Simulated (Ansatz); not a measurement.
`[Cl][GeH2][GeH2][Cl]` + `F[SiH2]Cl` → `F[SiH](Cl)[GeH2][Cl]` + `[Cl][GeH3]` at 400 K and 1 bar (formal exchange of groups at a Ge–Ge bond).

Gas-phase electronic energies from Ansatz, PBE0-D4/def2-TZVP geometries. CCSD(T)/CBS adds triple-zeta CCSD(T) − MP2 to the extrapolated MP2 energy (def2 sets, frozen cores). This one scheme is used for every species. For Ge outer-core shells are correlated without core-valence functions, which leaves a few kJ/mol of doubt a bond. Scalar relativity is left out up to krypton. Each species was taken in one conformer, which may not be the lowest.

| species | CCSD(T)/CBS energy (Eh) | H − E (kJ/mol) | S (J/(mol·K)) |
| --- | --- | --- | --- |
| `[Cl][GeH2][GeH2][Cl]` | -5074.26693 | 125.0 | 413.9 |
| `F[SiH2]Cl` | -849.96195 | 76.1 | 299.2 |
| `F[SiH](Cl)[GeH2][Cl]` | -3386.49998 | 117.6 | 427.2 |
| `[Cl][GeH3]` | -2537.71925 | 82.5 | 281.4 |

H − E and S are ideal-gas, rigid-rotor, harmonic terms from PBE0-D4/def2-TZVP, for one conformer and one mirror image of each species. 1 Eh = 2625.50 kJ/mol, R = 8.31446 J/(mol·K).

Question: By hand: ΔE, ΔH, ΔS and ΔG.

Answer: ΔE = (-3386.49998) + (-2537.71925) − (-5074.26693) − (-849.96195) = 0.00965 Eh = 25.3 kJ/mol. Δ(H − E) = 117.6 + 82.5 − 125.0 − 76.1 = -1.0, so ΔH = 24.3 kJ/mol. ΔS = 427.2 + 281.4 − 413.9 − 299.2 = -4.5 J/(mol·K). ΔG = 24.3 − 400 × (-4.5)/1000 = 26.1 kJ/mol.

Question: By hand: the equilibrium constant, and the temperature at which ΔG would vanish if ΔH and ΔS stayed fixed.

Answer: log₁₀ K = −ΔG/(RT ln 10) = -3.4. ΔH and −TΔS have one sign here, so there is no such temperature.

The number of gas molecules stays the same, so ΔS is small and ΔH decides. A doubt of 5 kJ/mol in ΔE shifts log₁₀ K by 0.7 here. Other conformers and mirror images would add mixing entropy, several J/(mol·K) or more a flexible species. Modes under 60 cm⁻¹, often nearly free rotors, make the harmonic entropy too high. These are equilibria of isolated gas molecules and say nothing of rates. Largest T1 diagnostic: 0.011 (customary marks: 0.02 for closed shells, 0.045 for open ones).

ΔS is within the doubt of such terms, so its sign, and with it that verdict, could turn.
